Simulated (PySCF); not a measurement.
C4H12Si2, SMILES CC[C@@H]1C[SiH2][SiH2]1.

Coordinates come from a B3LYP-D3(BJ)/def2-SVP optimisation. The structure was generated by enumeration; whether it is a known compound was not checked. Other conformers were not sampled.

Calculation: B3LYP-D3(BJ)/def2-SVP (PySCF).

Frequencies are harmonic and unscaled.

### Question
Give all harmonic wavenumbers and intensities. (The exact figures need the calculation; the answer reports its results.)

### Answer

```csv
mode,ν (cm⁻¹),IR (km/mol),moving atoms (share of kinetic energy)
1,94,0.1,"C 53 %, H 36 %, Si 11 %"
2,105,0.0,"H 50 %, C 37 %, Si 14 %"
3,176,0.2,"C 43 %, H 32 %, Si 24 %"
4,234,0.2,"H 87 %, C 13 %"
5,297,4.2,"H 46 %, C 35 %, Si 19 %"
6,324,2.2,"H 48 %, C 36 %, Si 16 %"
7,360,1.3,"H 50 %, C 39 %, Si 10 %"
8,411,9.1,"H 53 %, Si 32 %, C 15 %"
9,422,0.8,"Si 69 %, H 24 %"
10,488,1.0,"H 72 %, Si 25 %"
11,575,7.2,"H 66 %, C 21 %, Si 13 %"
12,626,0.1,"H 79 %, Si 12 %, C 9 %"
13,665,48.5,"H 70 %, C 20 %, Si 10 %"
14,696,73.9,"H 60 %, C 27 %, Si 13 %"
15,709,22.9,"H 48 %, C 41 %, Si 11 %"
16,760,75.6,"H 77 %, Si 14 %, C 9 %"
17,777,20.6,"H 77 %, C 19 %"
18,836,57.6,"H 68 %, C 26 %"
19,900,27.4,"C 57 %, H 42 %"
20,940,50.3,"H 77 %, C 20 %"
21,942,94.8,"H 84 %, C 13 %"
22,949,41.5,"H 74 %, C 22 %"
23,1024,7.5,"H 89 %, C 10 %"
24,1046,7.1,"H 57 %, C 43 %"
25,1092,8.4,"H 56 %, C 44 %"
26,1120,6.4,"C 55 %, H 44 %"
27,1175,1.7,"H 57 %, C 43 %"
28,1217,0.3,"H 68 %, C 31 %"
29,1280,0.2,"H 81 %, C 19 %"
30,1322,3.5,"H 82 %, C 18 %"
31,1365,7.7,"H 68 %, C 32 %"
32,1397,4.0,"H 76 %, C 24 %"
33,1427,4.1,"H 92 %, C 8 %"
34,1459,1.0,H 93 %
35,1470,5.8,H 97 %
36,1479,3.3,H 94 %
37,2193,115.3,H 98 %
38,2202,79.0,H 97 %
39,2209,95.8,H 96 %
40,2215,177.3,H 96 %
41,3001,4.8,H 93 %
42,3014,27.9,H 94 %
43,3023,22.7,H 97 %
44,3027,18.4,H 94 %
45,3053,19.8,"H 91 %, C 9 %"
46,3092,14.3,"H 91 %, C 9 %"
47,3102,32.8,"H 91 %, C 9 %"
48,3110,31.0,"H 91 %, C 9 %"
```
